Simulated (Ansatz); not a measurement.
`[OH][Sn][Br]` + NH₃ → `[NH2][Sn][OH]` + HBr  (ligand exchange at the Sn–Br bond)

Gas-phase electronic energies from Ansatz, PBE0-D4/def2-TZVP geometries. CCSD(T)/CBS is the MP2 limit (def2-TZVPP, def2-QZVPP) plus CCSD(T) − MP2 in def2-TZVPP, frozen cores. This one scheme is used for every species. Elements past krypton have def2 core potentials. For Br, Sn outer-core shells are correlated without core-valence functions, which leaves a few kJ/mol of doubt a bond. Scalar relativity is left out up to krypton. Each species was taken in one conformer, which may not be the lowest.

`[OH][Sn][Br]`:

Z-matrix (Å, degrees):
```
O
Sn 1 1.975
H 1 0.962 2 114.8
Br 2 2.517 1 94.6 3 179.9
```

NH₃:

Cartesian coordinates in Å:
```
N -0.013 -0.121 0.254
H -0.925 0.179 -0.067
H 0.585 0.696 0.258
H 0.354 -0.754 -0.445
```

`[NH2][Sn][OH]`:

Cartesian coordinates in Å:
```
N -0.098 -0.275 -1.020
Sn 1.065 -0.848 0.531
O 0.290 0.396 1.868
H -0.026 -0.679 -1.941
H -0.817 0.433 -0.997
H -0.413 0.974 1.559
```

HBr:

```xyz
2

Br    0.256    0.146   -0.646
H    -0.256   -0.146    0.646
```

| species | HF/def2-QZVPP energy (Eh) |
| --- | --- |
| `[OH][Sn][Br]` | -2861.39282 |
| NH₃ | -56.22439 |
| `[NH2][Sn][OH]` | -344.52031 |
| HBr | -2573.05135 |

Task: Work out ΔE.

Result: ΔE = (-344.52031) + (-2573.05135) − (-2861.39282) − (-56.22439) = 0.04555 Eh = +28.6 kcal/mol. CCSD(T)/CBS gives +26.2 kcal/mol.

Largest T1 diagnostic among the species: 0.017.

At CCSD(T), def2-SVP lies −1.4 kcal/mol from the extrapolated value and def2-TZVPP −1.9 kcal/mol. Leaving LDA and LC-ωPBE aside and taking each functional with its dispersion term where it has one, the values, not all of them listed here, spread over 2.7 kcal/mol, from CAM-B3LYP-D4 to BHLYP-D4. LDA lies −2.2 kcal/mol from PBE without D4.
